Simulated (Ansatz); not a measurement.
`C[Si](C)(Cl)CCCCCCCCCCCOc1ccccc1`. The state is a singlet with charge 0. Geometry PBE-D4/def2-SVP; atoms count from 1.

```xyz
55

C    -5.0114    5.0216   -3.1474
Si   -3.6580    4.4066   -1.9938
C    -3.3635    5.6065   -0.5732
Cl   -4.3221    2.5874   -1.1484
C    -2.0689    4.0209   -2.9402
C    -0.9449    3.3965   -2.1010
C     0.2980    3.0274   -2.9188
C     1.4537    2.4439   -2.0919
C     1.1297    1.1697   -1.2958
C     0.6600   -0.0125   -2.1516
C     0.3445   -1.2886   -1.3589
C     1.5559   -1.9361   -0.6752
C     1.2661   -3.2883   -0.0120
C     0.2864   -3.2202    1.1648
C     0.1100   -4.5606    1.8788
O     1.3334   -5.0898    2.3889
C     1.8599   -4.5882    3.5427
C     3.1293   -5.0924    3.9025
C     3.7513   -4.6620    5.0781
C     3.1241   -3.7233    5.9171
C     1.8653   -3.2234    5.5580
C     1.2275   -3.6437    4.3786
H    -5.2122    4.2845   -3.9507
H    -4.7102    5.9783   -3.6231
H    -5.9568    5.1939   -2.5947
H    -3.0021    6.5824   -0.9597
H    -4.2988    5.7843   -0.0055
H    -2.6054    5.2113    0.1321
H    -1.7231    4.9673   -3.4172
H    -2.3390    3.3432   -3.7811
H    -1.3429    2.4930   -1.5902
H    -0.6491    4.0944   -1.2849
H     0.0024    2.3127   -3.7194
H     0.6616    3.9322   -3.4544
H     1.8174    3.2219   -1.3844
H     2.3082    2.2349   -2.7734
H     0.3547    1.3891   -0.5273
H     2.0365    0.8787   -0.7236
H    -0.2495    0.2824   -2.7185
H     1.4341   -0.2382   -2.9210
H    -0.1147   -2.0350   -2.0453
H    -0.4387   -1.0547   -0.6031
H     2.3607   -2.0725   -1.4316
H     1.9765   -1.2450    0.0891
H     2.2174   -3.7316    0.3510
H     0.8718   -3.9994   -0.7744
H     0.6318   -2.4517    1.8909
H    -0.7191   -2.8903    0.8243
H    -0.2447   -5.3282    1.1599
H    -0.6530   -4.4913    2.6868
H     3.6021   -5.8280    3.2355
H     4.7392   -5.0679    5.3456
H     3.6156   -3.3844    6.8409
H     1.3611   -2.4864    6.2023
H     0.2421   -3.2313    4.1240
```

Single mean-field runs in def2-TZVP are fitted with def2-universal-jkfit.

Question: Estimate the Mulliken populations of the heavy atoms from the PBE0/def2-TZVP orbitals of Ansatz.

Answer: 
```json
{"atom": "C1", "charge (e)": "-0.47"}
{"atom": "Si2", "charge (e)": "0.46"}
{"atom": "C3", "charge (e)": "-0.49"}
{"atom": "Cl4", "charge (e)": "-0.29"}
{"atom": "C5", "charge (e)": "-0.28"}
{"atom": "C6", "charge (e)": "-0.30"}
{"atom": "C7", "charge (e)": "-0.20"}
{"atom": "C8", "charge (e)": "-0.13"}
{"atom": "C9", "charge (e)": "-0.27"}
{"atom": "C10", "charge (e)": "-0.20"}
{"atom": "C11", "charge (e)": "-0.20"}
{"atom": "C12", "charge (e)": "-0.22"}
{"atom": "C13", "charge (e)": "-0.19"}
{"atom": "C14", "charge (e)": "-0.28"}
{"atom": "C15", "charge (e)": "-0.04"}
{"atom": "O16", "charge (e)": "-0.25"}
{"atom": "C17", "charge (e)": "0.31"}
{"atom": "C18", "charge (e)": "-0.24"}
{"atom": "C19", "charge (e)": "-0.08"}
{"atom": "C20", "charge (e)": "-0.15"}
{"atom": "C21", "charge (e)": "-0.14"}
{"atom": "C22", "charge (e)": "-0.25"}
```
Mulliken values depend strongly on the basis.

Question: And the Mayer bond orders between heavy atoms (over 0.3)?

Answer: C1–Si2 1.01 (1.88 Å); Si2–C3 1.00 (1.88 Å); Si2–Cl4 1.10 (2.11 Å); Si2–C5 0.98 (1.89 Å); C5–C6 1.01 (1.54 Å); C6–C7 1.00 (1.53 Å); C7–C8 1.00 (1.54 Å); C8–C9 0.99 (1.54 Å); C9–C10 1.01 (1.53 Å); C10–C11 1.01 (1.54 Å); C11–C12 1.00 (1.53 Å); C12–C13 1.01 (1.53 Å); C13–C14 1.00 (1.53 Å); C14–C15 0.99 (1.53 Å); C15–O16 0.94 (1.43 Å); O16–C17 1.10 (1.36 Å); C17–C18 1.39 (1.41 Å); C17–C22 1.33 (1.41 Å); C18–C19 1.46 (1.40 Å); C19–C20 1.40 (1.41 Å); C20–C21 1.45 (1.40 Å); C21–C22 1.42 (1.41 Å).
